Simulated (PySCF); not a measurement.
PySCF input for C3H6OSe, SMILES CC[Se]C=O, B3LYP/pcSseg-1. Coordinates come from a PBE0-D3(BJ)/def2-SVP optimisation. This is a generated structure with no PubChem entry under its InChIKey; it may be hypothetical. Other conformers were not sampled.

```python
import numpy as np
from pyscf import gto, scf, dft
from pyscf.prop.nmr import rks as nmr

mol = gto.M(
    atom='''
    C    -2.31631529    0.24673692    0.87685587
    C    -1.14072909   -0.70899553    0.87992561
    Se    0.13944901   -0.39760397   -0.56418668
    C     1.24433166    0.84170265    0.40034021
    O     2.19352009    1.40050058   -0.05471653
    H    -3.01357728    0.00133976    1.69446874
    H    -1.98735089    1.28795387    1.01246600
    H    -2.87215283    0.19565529   -0.07106699
    H    -1.46180412   -1.75422643    0.76164305
    H    -0.57075209   -0.65901621    1.82171087
    H     0.89248619    0.96615962    1.45812787
    ''',
    basis='pcSseg-1',
    charge=0,
    spin=0,
    max_memory=1600,
    verbose=3,
)
mf = dft.RKS(mol, xc='b3lyp')
mf.grids.level = 3
mf.conv_tol = 1e-10
mf.max_cycle = 100
mf.kernel()
n = nmr.NMR(mf)
n.verbose = 2
n.max_cycle_cphf = 60
sigma = n.kernel()
print('atom   isotropic/ppm   span/ppm')
for i, s in enumerate(sigma):
    w = np.linalg.eigvalsh((s + s.T) / 2)
    print(f'{mol.atom_symbol(i):2s}{i + 1:3d} {w.mean():14.3f} {w[2] - w[0]:11.3f}')
```

It prints:

```
converged SCF energy = -2594.46955630703
atom   isotropic/ppm   span/ppm
C   1        157.361      42.155
C   2        150.232      33.021
Se  3       1085.888    1086.703
C   4        -28.162     167.645
O   5       -356.983    1232.269
H   6         29.791      12.590
H   7         30.175       9.361
H   8         29.939       9.473
H   9         28.627      12.595
H  10         28.777      12.345
H  11         20.819      11.134
```

Self-consistency was reached.

Cost: very roughly 60 core-seconds.
